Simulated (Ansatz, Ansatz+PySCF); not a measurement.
```xyz
4

Li    1.0163    0.0000    0.0000
Li   -1.0163    0.0000    0.0000
F     0.0000    1.1891    0.0000
F     0.0000   -1.1891    0.0000
```

RHF on singlet Li₂F₂ was run in several spherical basis sets with Ansatz (development build ahead of 0.2.0). Caution for RHF: no unrestricted run beside it, a lower state can exist.

Rank the basis sets by the total energy that they give, lowest first, with the distance from the lowest.
A. def2-SVP
B. 6-31G(d)
C. 6-31G
D. def2-TZVP
E. cc-pVTZ
F. cc-pVDZ
G. STO-3G

D (0.00 eV), E (0.27 eV), F (2.06 eV), B (2.48 eV), C (3.10 eV), A (7.01 eV), G (84.56 eV).

Totals follow the description of the cores as much as that of the bonds, so this order isn't one of quality for chemistry.
